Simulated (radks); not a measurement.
Values are calculated unless marked as measured or tabulated.
Question: Radial electron density D(r) = 4 pi r^2 rho(r) of an atom or ion with 40 electrons. Code: a radial shooting solver on a logarithmic mesh with Libxc functionals. Model: scalar-relativistic Kohn-Sham, LB94 model potential, spin-polarised, spherical densities, finite nucleus; Fermi nuclear charge, rms radius of each element as measured or else 0.836 A^(1/3) + 0.57 fm.

```
   r/bohr * D(r) (the largest magnitude, 64, reaches the edge; | marks zero)
 0.001831 | *
 0.002423 |  *
 0.003232 |     *
 0.004276 |        *
 0.005658 |            *
 0.007486 |                  *
 0.009984 |                          *
  0.01321 |                                  *
  0.01748 |                                         *
  0.02331 |                                             *
  0.03085 |                                           *
  0.04081 |                                       *
  0.05444 |                                      *
  0.07203 |                                             *
   0.0953 |                                                      *
   0.1261 |                                                      *
   0.1682 |                                         *
   0.2225 |                                  *
   0.2944 |                                        *
   0.3927 |                                        *
   0.5196 |                        *
   0.6875 |           *
   0.9169 |         *
    1.213 |        *
    1.605 |    *
    2.124 | *
    2.833 |*
    3.748 *
    4.959 *
    6.615 *
```

What is the nuclear charge?

Answer: Z = 42. The innermost maximum, from 1s, lies near gamma/Z bohr with gamma = sqrt(1 - (Z/c)^2) = 0.952, here 0.0227 bohr (found: 0.0247), and its height grows with Z. The density is that of the molybdenum ion Mo2+ in [Kr] 4d4; the configuration itself is not fixed sharply by these data, and Z only to a few units. D(r) has 4 maxima, at r = 0.0247, 0.109, 0.340, 0.985 bohr, and minima at 0.0495, 0.221, 0.860 bohr, inside which lie 2.03, 11.17, 29.54 electrons.
